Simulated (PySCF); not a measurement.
A structure optimised at PBE-D3(BJ)/def2-SVP, used in a PySCF frequency run:

```xyz
13

C      3.1270    -0.1834     1.4230
C      2.4438     0.3293     0.5437
C      1.5649     0.8846    -0.4587
Sn    -0.4222     0.0072    -0.1670
O     -0.4336    -1.1773     1.4523
O     -1.9277     1.2944     0.1545
O     -0.8090    -0.9945    -1.8564
H      3.7721    -0.6073     2.1797
H      1.8639     0.6220    -1.4937
H      1.4536     1.9847    -0.3795
H      0.5021    -1.2888     1.7233
H     -2.2306     1.1540     1.0745
H     -1.7026    -1.3871    -1.8030
```
Charge 0, spin multiplicity 1.

Task: Write its SMILES and formula.

Result: C#C[CH2][Sn]([OH])([OH])[OH], C3H6O3Sn

Task: What are its rotational constants (standard atomic weights)?

Result: 2.6260, 1.1078, 1.0573 GHz
